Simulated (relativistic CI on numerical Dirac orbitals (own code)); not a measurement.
One change at a time: Ti II

Base calculation: Dirac-Coulomb-Breit CI, separate exchange-only KLI orbitals for each configuration, model QED, valence Slater integrals scaled by 0.85, P86 correlation energy added to each configuration.

Configuration list (outside the closed core [Ar]): 3d2.4s, 3d3, 3d.4s2, 3d2.4p, 3d2.4d, 3d2.4f, 3d.4s.4p, 3d2.5s, 4s.4p2, 3d.4p2, 3d2.5p, 3d.4s.5p, 3d2.6s, 3d2.5d, 4s2.4p, 3d2.6p, 3d2.5f, 3d2.5g, 3d2.7s, 3d2.6d, 3d.4s.6s, 3d2.7p, 3d.4s.5d, 3d.4s.6p, 3d.4s.5s, 3d2.7d, 3d.4s.4d, 3d.4s.5f, 3d.4s.5g, 3d.4s.7s, 3d.4s.6d, 3d.4p.4d, 3d.4s.7p, 3d.4s.7d, 3d.4d.4f, 3d.4s.4f. Levels of other configurations are missing.

Variants: (1) no correlation estimate; (2) Slater integrals left unscaled; (3) configuration mixing switched off; (4) only the first 3 configurations. Shifts of the energy above 3d2.4s 4F_3/2, in cm⁻¹, for the lowest level and the first level of each name with at least 55 % of one term (blank where a level changes its place among those of its configuration and J or its character, or is not in the variant):

```
        Level     Base     Δ(1)     Δ(2)     Δ(3)     Δ(4)  Measured
3d2.4s 4F_3/2      0.0      0.0      0.0      0.0      0.0       0.0
3d2.4s 4F_5/2     80.4     -0.2     +0.2     +3.6     +3.6      94.1
3d2.4s 4F_7/2    192.7     -0.5     +0.4     +8.5     +8.5     225.7
3d2.4s 4F_9/2    336.0     -0.9     +0.6    +14.4    +14.5     393.4
   3d3 4F_3/2   2213.4  +3055.3   -562.8    -61.8    -61.8     908.0
   3d3 4F_5/2   2271.6  +3055.1   -561.4    -57.8    -57.8     983.9
   3d3 4F_7/2   2351.1  +3054.8   -559.3    -52.2    -52.1    1087.3
   3d3 4F_9/2   2450.1  +3054.2   -556.5    -44.8    -44.7    1215.8
3d2.4s 2F_5/2   4779.4    -22.4   +814.7  +1708.2  +1377.1    4628.6
3d2.4s 2F_7/2   5011.6    -22.4   +817.5  +1719.4  +1385.1    4897.6
3d2.4s 2D_3/2   9742.0   +257.1  +1402.9             -71.7    8710.4
3d2.4s 2D_5/2   9754.7   +241.3  +1413.1             -68.7    8744.2
3d2.4s 4P_1/2  10812.5    +17.8  +1721.0   -190.4   -190.7    9872.7
3d2.4s 4P_3/2  10861.3    +19.4  +1703.9            -189.9    9930.7
```

Correlation outside the listed configurations is missing or only estimated: errors of thousands of cm⁻¹ between configurations and terms are usual at this charge. Rates and lifetimes follow the computed energies and can be off by large factors. The fine structure of a lone outer electron comes out too small, for d and f at times inverted, and misplaced configurations move strength between like terms. 51 of the 52 excited levels that our extract of the measured tables holds in this range could be paired (the sources list more); they are missed by 1426 cm⁻¹ on average and 3322 at most, and levels without a partner can miss by more.

Measured levels: NIST Handbook of Basic Atomic Spectroscopic Data (Sansonetti and Martin, J. Phys. Chem. Ref. Data 34, 1559 (2005)).

Ionisation energy from the two ground configurations alone: base 13.42 eV; no correlation estimate 12.82 eV; Slater integrals left unscaled 13.46 eV. The NIST ASD value (measured) is 13.5755 eV.

LS names give the leading component of a level, which can be under half, so a name can repeat, a term be missing and a line seem to break the LS rules.
